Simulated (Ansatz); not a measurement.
Calculated with Ansatz (gas phase, PBE0-D4/def2-TZVP geometries, no zero-point term in ΔE). CCSD(T)/CBS adds triple-zeta CCSD(T) − MP2 to the extrapolated MP2 energy (def2 sets, frozen cores). This one scheme is used for every species. DFT in def2-TZVPP. For Ge outer-core shells are correlated without core-valence functions, which leaves a few kJ/mol of doubt a bond. Scalar relativity is left out up to krypton. One conformer a species, not always the lowest.

`[CH3][GeH]([F])[Cl]` + `O[SiH3]` → `[F][GeH]([Cl])[O][SiH3]` + CH₄  (ligand exchange at a Ge–C bond)

`[CH3][GeH]([F])[Cl]`:

Z-matrix (Å, degrees):
```
C
Ge 1 1.926
H 1 1.090 2 110.0
H 1 1.091 2 109.7 3 120.4
H 1 1.090 2 109.0 3 -119.8
F 2 1.735 1 107.6 3 177.3
Cl 2 2.143 1 109.9 3 62.8
H 2 1.532 1 118.5 3 -62.1
```

`O[SiH3]`:

Cartesian coordinates in Å:
```
O -0.382 1.043 -0.639
Si 0.268 -0.249 0.151
H -1.336 1.114 -0.672
H -0.131 -0.273 1.585
H 1.736 -0.097 0.039
H -0.156 -1.538 -0.463
```

`[F][GeH]([Cl])[O][SiH3]`:

Cartesian coordinates in Å:
```
F -0.720 1.049 2.039
Ge -1.397 0.424 0.582
Cl -1.616 2.087 -0.723
O -0.249 -0.699 -0.078
Si 1.328 -0.651 -0.565
H -2.718 -0.265 0.883
H 2.193 -1.180 0.518
H 1.728 0.742 -0.888
H 1.450 -1.506 -1.769
```

CH₄:

Cartesian coordinates in Å:
```
C 0.000 0.000 0.000
H 0.979 0.148 -0.454
H -0.142 0.725 0.801
H -0.063 -1.009 0.407
H -0.774 0.136 -0.755
```

CCSD(T)/CBS gives -0.60 eV.

**Question.** Another level gave -0.62 eV. Which?
A. LC-ωPBE/def2-TZVPP
B. PBE/def2-TZVPP
C. r2SCAN0-D4/def2-TZVPP
D. B97M-V/def2-TZVPP

**Answer.** C. r2SCAN0-D4 -0.62, B97M-V -0.67, PBE -0.51, LC-ωPBE -0.56 eV.

**Question.** What do rigid-rotor, harmonic-oscillator terms from PBE0-D4/def2-TZVP frequencies (298.15 K, 1 bar) make of the CCSD(T)/CBS value? (Estimate.)

**Answer.** Computed: ΔZPE = -0.01 eV, ΔH = -0.59 eV, ΔS = -10 J/(mol·K), ΔG = -0.56 eV. Modes under 50 cm⁻¹ make the entropy rough.

Largest T1 diagnostic among the species: 0.012.

The D4 term adds −0.05 eV with B3LYP and −0.03 eV with PBE0; it sums over pairs of atoms, weighted by their polarisabilities, and B3LYP, whose exchange is more repulsive, gets the larger term. Leaving LDA and LC-ωPBE aside and taking each functional with its dispersion term where it has one, the values, not all of them listed here, spread over 0.17 eV, from BHLYP-D4 to PBE-D4.

B3LYP here is the variant with VWN-RPA as its local correlation; programs differ in this.
